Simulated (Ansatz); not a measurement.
A CCSD(T) single point on C$_{6}$H$_{14}$AlCl (`C[CH](C)[Al]([Cl])[CH](C)C`).

```yaml
crystal:
  periodic: [false, false, false]
  atoms:
    - {symbol: C, position_ang: [-1.199519, -2.594534, 1.134739]}
    - {symbol: C, position_ang: [-1.001911, -1.400877, 0.205379]}
    - {symbol: C, position_ang: [-2.273716, -0.552900, 0.107528]}
    - {symbol: Al, position_ang: [0.549163, -0.275059, 0.638462]}
    - {symbol: Cl, position_ang: [1.870589, -0.927060, 2.157867]}
    - {symbol: C, position_ang: [0.936137, 1.425348, -0.266964]}
    - {symbol: C, position_ang: [2.271328, 2.057797, 0.113726]}
    - {symbol: C, position_ang: [0.804226, 1.270804, -1.785117]}
    - {symbol: H, position_ang: [-1.408236, -2.273033, 2.159621]}
    - {symbol: H, position_ang: [-0.316484, -3.236263, 1.177595]}
    - {symbol: H, position_ang: [-2.046121, -3.212053, 0.811259]}
    - {symbol: H, position_ang: [-0.790388, -1.787754, -0.804028]}
    - {symbol: H, position_ang: [-3.122901, -1.152489, -0.241018]}
    - {symbol: H, position_ang: [-2.558071, -0.141479, 1.081808]}
    - {symbol: H, position_ang: [-2.166793, 0.289420, -0.582530]}
    - {symbol: H, position_ang: [0.133010, 2.103646, 0.061995]}
    - {symbol: H, position_ang: [3.112766, 1.424869, -0.184065]}
    - {symbol: H, position_ang: [2.361194, 2.218363, 1.190544]}
    - {symbol: H, position_ang: [2.405437, 3.027231, -0.381143]}
    - {symbol: H, position_ang: [0.910456, 2.237368, -2.291655]}
    - {symbol: H, position_ang: [1.582213, 0.615745, -2.191293]}
    - {symbol: H, position_ang: [-0.161676, 0.852708, -2.084016]}
basis:
  gaussian: {orbitals: def2-TZVPP}
correlation: {method: ccsd_t}
output: {orbitals: {seedname: orbitals}}
```

```sh
$ ansatz run in.yaml --threads 4 --pin off --events-out ev --progress --plain --max-ram 66560MiB --backend cuda --devices 0, --max-vram 37GiB
```

Output of Ansatz, abridged:

```
Functional definition: HF
2695 factors; integrals over basis functions are off by at most 1.0e-3 eV
mean field evaluation 1: about -25489.0736 eV, gradient 4.9e1 eV
mean field evaluation 2: about -25489.3762 eV, gradient 4.9e1 eV
mean field evaluation 4: about -25495.9002 eV, gradient 5.0e0 eV
mean field evaluation 8: about -25495.9997 eV, gradient 2.9e-1 eV
mean field -25496.00007473 eV, -936.9607209368 hartree, gradient 2.6e-6 eV, S^2 0.000000; 0 other end points of the search recorded, 0 dependent functions left out
16 core orbitals not correlated: weight in the atoms' cores, before any rotation towards them, 1.000 or more for the frozen orbitals, at most 0.000 for the correlated occupied ones
reference -25496.00007473 eV, -936.9607209368 hartree; 24, 24 occupied and 426, 426 virtual orbitals, 2695 factors
second order -36.09746077 eV of doubles, -0.00000000 eV of singles
cycle   1  -37.55265338 eV  change    -1.5e0 eV  update   1.1e-1
cycle   2  -38.40196188 eV  change   -8.5e-1 eV  update   3.2e-2
cycle   3  -38.52706363 eV  change   -1.3e-1 eV  update   1.3e-2
cycle   4  -38.52074385 eV  change    6.3e-3 eV  update   3.1e-3
cycle   5  -38.52049121 eV  change    2.5e-4 eV  update   1.3e-3
cycle   6  -38.52058619 eV  change   -9.5e-5 eV  update   3.8e-4
cycle   7  -38.52043724 eV  change    1.5e-4 eV  update   1.4e-4
cycle   8  -38.52043330 eV  change    3.9e-6 eV  update   5.2e-5
perturbative correction -1.56055638 eV, -0.0573493891 hartree
Total energy: -25536.08106441 eV, -938.4336701396 hartree
```

Hardware: 4 threads of an AMD EPYC 7R13 on a shared host and a share of an NVIDIA H100 80 GB. Wall time 29 s, peak host memory 1.1 GiB.

MP2 recovers 90.1 % of the CCSD(T) correlation energy and the triples give 3.9 %; T1 = 0.0092.
